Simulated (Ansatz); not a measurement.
Cost and result up the ladder for the cluster Pd₄H₇ (11 atoms). Total charge 0; doublet. Geometry: PBE0-D4/def2-SVP.

Cartesian coordinates in Å:
```
Pd -1.9827 1.0053 -0.6601
Pd 0.6303 0.2162 -1.2613
Pd 2.0287 -1.1590 0.6973
Pd -0.5620 -0.7002 0.8944
H 2.1354 -1.5360 2.3240
H -2.1532 2.4370 -1.6088
H -2.1276 -0.2838 0.5081
H 2.1476 -0.3676 -0.8579
H 1.9946 -2.3001 1.9187
H -1.7247 1.8957 -2.1066
H -0.3863 0.7925 0.1521
```

Ansatz on 4 threads of Arm Neoverse V1 on a shared host. Times are rough, and most runs start from the orbitals of an earlier one. ωB97M-V/def2-TZVP serves as the yardstick here, not as an exact answer. Differences are given only for rows in sets of like size (and for xTB, whose basis is part of the method), since another set adds its own error. Binding counts from free atoms at the same level (Pd singlet, H doublet; other spins of the atoms weren't run), without zero-point energy or a counterpoise term.

In the def2 sets Pd takes a core potential; there is no spin–orbit coupling. In the doublet, H6 and H10 lie 0.85 Å apart, H5 and H9 lie 0.88 Å apart (atoms count from 1), so H2 has formed as a molecule. No other spin state of charge 0 was run. The structure comes from a short search, and lower isomers may exist.

Run but left out: MP2/def2-TZVP (⟨S²⟩ 1.49, where a pure state has 0.75).

| level | functions | wall time |
| --- | --- | --- |
| LDA (SPW92)/def2-TZVP | 202 | 3.6 s |
| PBE-D4/def2-SVP | 159 | 6 s |
| PBE-D4/def2-TZVP (with forces) | 202 | 8 s |
| PBE0-D4/def2-SVP | 159 | 9.5 s |
| PBE0-D4/def2-TZVP | 202 | 14 s |
| r2SCAN-D4/def2-TZVP | 202 | 18 s |
| ωB97M-V/def2-TZVP | 202 | 2.4 min |

**Question.** Estimate what each level gives for the binding energy per atom (eV).

**Answer.** 
```
                         level  binding energy per atom (eV)  difference from ωB97M-V/def2-TZVP (eV)
         LDA (SPW92)/def2-TZVP                          2.83                                    0.71
               PBE-D4/def2-SVP                          2.38                                       –
PBE-D4/def2-TZVP (with forces)                          2.39                                    0.27
              PBE0-D4/def2-SVP                          2.19                                       –
             PBE0-D4/def2-TZVP                          2.20                                    0.08
           r2SCAN-D4/def2-TZVP                          2.47                                    0.35
             ωB97M-V/def2-TZVP                          2.11                                    0.00
```
